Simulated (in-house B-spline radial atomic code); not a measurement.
Configurations of the tellurium ion Te⁴⁺, with energies counted from [Kr] 4d10 5s2. Computed with an all-electron radial atomic-structure program (B-spline basis): Dirac-Hartree-Fock, average of configuration, Fermi nucleus of rms radius 4.7423 fm. Energies include first-order Breit, QED and recoil terms.

Occupations are held fixed; configurations that lie above the ionisation limit could autoionise.

```json
{"configuration": "[Kr] 4d10 5s1 6d1", "E - E(ref) (eV)": "38.563", "highest orbital": "6d5/2", "its <r> (bohr)": "5.3"}
{"configuration": "[Kr] 4d10 5s1 7d1", "E - E(ref) (eV)": "44.587", "highest orbital": "7d5/2", "its <r> (bohr)": "8.277"}
{"configuration": "[Kr] 4d10 5s1 8p1", "E - E(ref) (eV)": "46.217", "highest orbital": "8p3/2", "its <r> (bohr)": "10.11"}
{"configuration": "[Kr] 4d9 5s2 6f1", "E - E(ref) (eV)": "82.287", "highest orbital": "6f7/2", "its <r> (bohr)": "7.606"}
{"configuration": "[Kr] 4d9 5s2 8p1", "E - E(ref) (eV)": "83.567", "highest orbital": "8p3/2", "its <r> (bohr)": "10.01"}
{"configuration": "[Kr] 4d9 5s2 7f1", "E - E(ref) (eV)": "85.506", "highest orbital": "7f7/2", "its <r> (bohr)": "11.18"}
{"configuration": "[Ar] 3d10 4s2 4p5 4d10 5s2 7d1", "E - E(ref) (eV)": "165.57", "highest orbital": "7d5/2", "its <r> (bohr)": "8.154"}
{"configuration": "[Ar] 3d10 4s2 4p5 4d10 5s2 9d1", "E - E(ref) (eV)": "171.14", "highest orbital": "9d5/2", "its <r> (bohr)": "15.85"}
{"configuration": "[Ar] 3d10 4s2 4p5 4d10 5s2 8f1", "E - E(ref) (eV)": "171.21", "highest orbital": "8f7/2", "its <r> (bohr)": "15.28"}
{"configuration": "[Ar] 3d9 4s2 4p6 4d10 5s2 6s1", "E - E(ref) (eV)": "603.57", "highest orbital": "6s1/2", "its <r> (bohr)": "3.675"}
{"configuration": "[Ar] 3d9 4s2 4p6 4d10 5s2 7p1", "E - E(ref) (eV)": "617.23", "highest orbital": "7p3/2", "its <r> (bohr)": "6.765"}
{"configuration": "[Ar] 3d9 4s2 4p6 4d10 5s2 9g1", "E - E(ref) (eV)": "627.93", "highest orbital": "9g7/2", "its <r> (bohr)": "22.15"}
```

(1) Order these further configurations by energy, lowest first.
A. [Ar] 3d9 4s2 4p6 4d10 5s2 8p1
B. [Kr] 4d10 5s1 9d1
C. [Kr] 4d10 4f1 5s1
D. [Kr] 4d9 5s2 9g1
E. [Kr] 4d10 5s1 5f1

(2) How far above the reference does [Ar] 3d10 4s2 4p5 4d10 5s2 6f1 lie?

(3) How far above the reference does [Kr] 4d9 5s2 6p1 lie?

(4) How far above the reference does [Kr] 4d9 5s2 5g1 lie?

(5) One of these lies 172 eV from the reference. Which?
A. [Kr] 4d9 5s2 7p1
B. [Ar] 3d10 4s2 4p5 4d10 5s2 8g1
C. [Ar] 3d9 4s2 4p6 4d10 5s2 8f1
D. [Ar] 3d9 4s2 4p6 4d10 5s2 5g1

## Answers

(1) C (31.429 eV), E (40.125 eV), B (50.043 eV), D (89.456 eV), A (621.99 eV).

(2) 165.9 eV; its least bound orbital is 6f7/2 with <r> = 7.557 bohr.

(3) 69.638 eV; its least bound orbital is 6p3/2 with <r> = 4.196 bohr.

(4) 80.017 eV; its least bound orbital is 5g7/2 with <r> = 5.443 bohr.

(5) B.
